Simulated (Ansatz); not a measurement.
Ansatz (a first-principles code) input (BLYP/def2-TZVPD):

Ansatz 0.2 input:
```yaml
crystal:
  periodic: [false, false, false]
  atoms:
    - {symbol: Br, position_ang: [2.09797720, -1.09284438, -0.34797026]}
    - {symbol: C, position_ang: [0.31394556, -0.22045958, -0.07405526]}
    - {symbol: C, position_ang: [0.23722658, 1.03941816, 0.40980417]}
    - {symbol: Se, position_ang: [-1.65015608, 1.32039931, 0.45166741]}
    - {symbol: C, position_ang: [-2.00624009, -0.41482562, -0.23105694]}
    - {symbol: C, position_ang: [-0.81459481, -1.03506135, -0.42851120]}
    - {symbol: H, position_ang: [-2.99133623, -0.81596647, -0.42076727]}
    - {symbol: H, position_ang: [-0.71458251, -2.04248660, -0.81405008]}
basis:
  gaussian:
    orbitals: def2-TZVPD
hamiltonian:
  xc: {name: BLYP}
total_charge: -1
output: {forces: true}
```

End of the output:

```
integrals: 0.33 GiB planned
1641 factors; their error is unknown
0.46 GiB of the device are held for the grids
1.79 GiB of device memory are held for the factors and their scratch space
mean field: 1.70 GiB planned
mean field evaluation 1: about -139561.0651 eV, gradient 8.4e1 eV
mean field evaluation 2: about -139385.2650 eV, gradient 2.2e2 eV
mean field evaluation 4: about -139572.9929 eV, gradient 4.2e1 eV
mean field evaluation 8: about -139577.5314 eV, gradient 1.6e0 eV
mean field evaluation 16: about -139577.4997 eV, gradient 3.1e-2 eV
mean field -139577.49973785 eV, -5129.3785063386 hartree, gradient 3.0e-5 eV, S^2 0.000000; 0 other end points of the search recorded, 0 dependent functions left out
the calculation of the forces begins
reference -139577.50010843 eV, -5129.3785199571 hartree; 48, 48 occupied and 232, 232 virtual orbitals, 1641 factors
Total energy: -139577.50010843 eV, -5129.3785199571 hartree
Atom 0 at     2.097977    -1.092844    -0.347970 Å, force     0.426065    -0.196685    -0.060914 eV/Å
Atom 1 at     0.313946    -0.220460    -0.074055 Å, force    -0.045840    -0.083002    -0.033674 eV/Å
Atom 2 at     0.237227     1.039418     0.409804 Å, force     0.202413     0.360315     0.146303 eV/Å
Atom 3 at    -1.650156     1.320399     0.451667 Å, force    -0.207744     0.482333     0.178942 eV/Å
Atom 4 at    -2.006240    -0.414826    -0.231057 Å, force    -0.436255    -0.046108    -0.033213 eV/Å
Atom 5 at    -0.814595    -1.035061    -0.428511 Å, force     0.297170    -0.197022    -0.065596 eV/Å
Atom 6 at    -2.991336    -0.815966    -0.420767 Å, force    -0.240168    -0.091631    -0.043870 eV/Å
Atom 7 at    -0.714583    -2.042487    -0.814050 Å, force     0.004359    -0.228200    -0.087977 eV/Å
Dipole moment:    -0.417919    -0.421914    -0.177703 e Å
```

It need not be the lowest isomer of its formula. Whether it binds its extra electron was not tested at this geometry.
